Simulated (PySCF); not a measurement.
Excitation energy of Mo by level of theory

Mo [Kr] 4d5 5s1 (7S) → Mo [Kr] 4d4 5s2 (5D), as a difference of total energies. Calculation: PySCF 2.14, in def2-TZVPPD with the def2 core potential (28 electrons); scalar relativity through the core potential. Correlated levels: valence: 4s2 4p6 frozen; valence and next inner shell: nothing frozen outside the core potential. The calculations carry no spin-orbit coupling.

```csv
method,excitation energy (cm⁻¹)
UHF,17706
LDA,14865
PBE,15871
PBE0,16510
r2SCAN,18566
BP86,14722
wB97M-V,11916
B3LYP,11941
CAM-B3LYP,11275
MP2 (valence),14801
SCS-MP2 (valence),9003.5
MP2 (valence and next inner shell),14994
SCS-MP2 (valence and next inner shell),10382
```
